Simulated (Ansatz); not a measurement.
`C[O][Zr]([NH2])([Cl])[O]C` and `C[O][Zr]([Cl])([NH]C(C)C)[O]C` differ in one atom or group.

Ansatz, PBE0-D4/def2-TZVP geometries, multiplicity 1. Each molecule was computed in one conformer, which needn't be the lowest.

Elements past krypton have def2 core potentials.

```json
{"property": "HOMO energy (B3LYP/def2-TZVPP) / eV", "`C[O][Zr]([NH2])([Cl])[O]C`": "-7.03"}
{"property": "size of the dipole moment (ωB97M-V/def2-TZVPP) / D", "`C[O][Zr]([NH2])([Cl])[O]C`": "3.56"}
{"property": "LUMO energy (PBE0/def2-TZVPP) / eV", "`C[O][Zr]([NH2])([Cl])[O]C`": "-0.20"}
{"property": "HOMO energy (ωB97M-V/def2-TZVPP) / eV", "`C[O][Zr]([NH2])([Cl])[O]C`": "-9.62"}
{"property": "HOMO energy (PBE0/def2-TZVPP) / eV", "`C[O][Zr]([NH2])([Cl])[O]C`": "-7.29"}
{"property": "HOMO energy (PBE/def2-TZVPP) / eV", "`C[O][Zr]([NH2])([Cl])[O]C`": "-5.89"}
```

(1) Give the same properties after the change, and the shifts. (Estimate.)

Results:

(1) Ansatz gave: 
| property | `C[O][Zr]([Cl])([NH]C(C)C)[O]C` | shift |
| --- | --- | --- |
| HOMO energy (B3LYP/def2-TZVPP) / eV | -6.50 | 0.53 |
| size of the dipole moment (ωB97M-V/def2-TZVPP) / D | 3.47 | -0.09 |
| LUMO energy (PBE0/def2-TZVPP) / eV | -0.27 | -0.07 |
| HOMO energy (ωB97M-V/def2-TZVPP) / eV | -9.01 | 0.61 |
| HOMO energy (PBE0/def2-TZVPP) / eV | -6.73 | 0.56 |
| HOMO energy (PBE/def2-TZVPP) / eV | -5.43 | 0.46 |

With PBE0 the HOMO rises by 0.56 eV and the LUMO falls by 0.07 eV, so the gap narrows by about 0.63 eV. PBE moves the HOMO by 0.46 eV and ωB97M-V by 0.61 eV. Dipoles are sizes alone; their direction can turn.

B3LYP here is the variant with VWN-RPA as its local correlation; programs differ in this.
